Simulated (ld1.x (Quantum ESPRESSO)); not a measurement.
**W: one change to a PAW potential, before and after**

ld1.x (Quantum ESPRESSO) 7.5 input, shortened:

```
&input
   title='W', zed=74., rel=1, dft='PZ', iswitch=3,
   config='[Xe] 4f14 5d4 6s2 6p0'
 /
 &inputp
   pseudotype=3, lpaw=.true., tm=.true., lloc=-1, rcloc=3.05,
   nlcc=.true., new_core_ps=.true., rcore=1.20,
   which_augfun='PSQ', rmatch_augfun_nc=.true.
 /
6
6S  1  0   2.00   0.00  2.85  3.10  0.0
6S  1  0   0.00   2.30  2.85  3.10  0.0
6P  2  1   0.00   0.00  2.85  3.80  0.0
6P  2  1   0.00   0.50  2.85  3.80  0.0
5D  3  2   4.00   0.00  1.85  2.00  0.0
5D  3  2   0.00   1.50  1.85  2.00  0.0
 &test
   configts(1)='5d4 6s2 6p0'
 /
```

All-electron outer shells of the reference configuration (LDA (PZ), scalar-relativistic, ld1.x):

| shell | level (eV) | outermost node (bohr) | outermost maximum (bohr) |
| --- | --- | --- | --- |
| 5p | -43.38 | 0.57 | 1.09 |
| 4f | -33.46 | – | 0.43 |
| 6s | -5.91 | 1.28 | 2.64 |
| 5d | -4.68 | 0.63 | 1.50 |
| 6p | -1.47 | 1.54 | 3.75 |

Change: waves 5d (bound): rcut 1.48, rcutus 1.56 bohr; 5d channel at 1.5 Ry: rcut 1.48, rcutus 1.56 bohr.

Cutoffs: the cutoffs (Ry, on a coarse ladder) from which the occupation-weighted sum of valence levels, in a spherical-Bessel basis at the reference potential, stays within 10 and 1 mRy of its value at 400 Ry; they do not see the model core or the augmentation charge, which bear on the density cutoff. Errors are all-electron minus pseudo energies relative to the spin-unpolarised reference configuration.

**Question.** What does the change do?

**Answer.** The potential gets harder (25 Ry and 40 Ry → 40 Ry and 50 Ry); the errors of the 9 common tests hardly move; the range in which the d phases agree narrows (upper end at the end of the scan → 3.6); neither file shows a bound ghost. A smaller radius makes the pseudo-wave follow the all-electron one further in, where it bends more sharply, so more plane waves are needed.

```csv
quantity,base,changed
"cutoff, loose",25 Ry,40 Ry
"cutoff, tight",40 Ry,50 Ry
loose cutoff by channel (10 mRy a level),"s 6 Ry, d 21 Ry","s 6 Ry, d 30 Ry"
bound ghosts,none,none
"error for 5d4 6s1 6p0, meV [ΔE 9.13 eV]",-3.9,-3.9
"error for 5d4 6s0 6p0, meV [ΔE 25.16 eV]",-17,-17
"error for 5d3 6s0 6p0, meV [ΔE 50.86 eV]",-182,-182
"error for 5d5 6s0 6p0, meV [ΔE 9.99 eV]",-35,-35
"error for 5d4 6s0 6p1, meV [ΔE 14.69 eV]",-7.7,-7.6
"error for 5d4.5 6s1.5 6p0, meV [ΔE 0.70 eV]",-6.7,-6.8
"error for 5d2 6s0 6p0, meV [ΔE 88.41 eV]",-771,-770
"error for 5d4 6s2 6p0 (spin-polarised), meV [ΔE -1.93 eV]",-25,-24
"error for 5d4 6s1 6p0 (spin-polarised), meV [ΔE 6.05 eV]",-41,-40
s: phases at 4.12 bohr within 0.05 rad from the reference energy up to (Ry; the scan ends near 5),4.3,4.3
p: phases at 4.12 bohr within 0.05 rad from the reference energy up to (Ry; the scan ends near 5),1.7,1.7
d: phases at 4.12 bohr within 0.05 rad from the reference energy up to (Ry; the scan ends near 5),to the end of the scan,3.6
lowest overlap eigenvalue by channel,"s 0.63, p 0.54, d 0.96","s 0.63, p 0.54, d 0.89"
```
